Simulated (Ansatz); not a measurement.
Stepwise reaction of `Cl[SiH](Cl)[GeH3]` with water, as a gas-phase model of exchange steps in deposition or etching. ΔE in kJ/mol.

Program: Ansatz. Geometries: PBE0-D4/def2-TZVP. ΔE: electronic, gas phase. CBS: MP2 limit from def2 TZ/QZ plus the TZ coupled-cluster correction, frozen cores. This one scheme is used for every species. Functionals use def2-TZVPP. B3LYP here is the variant with VWN-RPA as its local correlation; programs differ in this. For Ge outer-core shells are correlated without core-valence functions, which leaves a few kJ/mol of doubt a bond. Scalar relativity is left out up to krypton. One conformer a species, not always the lowest.

```json
{"step": "2", "reaction": "`O[SiH](Cl)[GeH3]` + H₂O → `O[SiH](O)[GeH3]` + HCl", "PBE-D4": "10.7", "B3LYP-D4": "4.7", "ωB97M-V": "5.6", "CCSD(T)/CBS": "7.7"}
```

Question: Give the row of step 1, `Cl[SiH](Cl)[GeH3]` + H₂O → `O[SiH](Cl)[GeH3]` + HCl. (Best estimate.)

Answer: The calculation gave: 
```
step                                              reaction  PBE-D4  B3LYP-D4  ωB97M-V  CCSD(T)/CBS
   1  `Cl[SiH](Cl)[GeH3]` + H₂O → `O[SiH](Cl)[GeH3]` + HCl     4.9      -1.6     -0.4          2.2
```

Question: By hand: ΔE of the 2 steps together at CCSD(T)/CBS.

Answer: (2.2) + (7.7) = 9.9 kJ/mol, or 5.0 kJ/mol a step.

In ΔE each step is higher than the one before. PBE-D4 differs from CCSD(T)/CBS by 2.7 to 3.0 kJ/mol a step. Isolated molecules leave out the surface, adducts and barriers. Largest T1 diagnostic: 0.012.
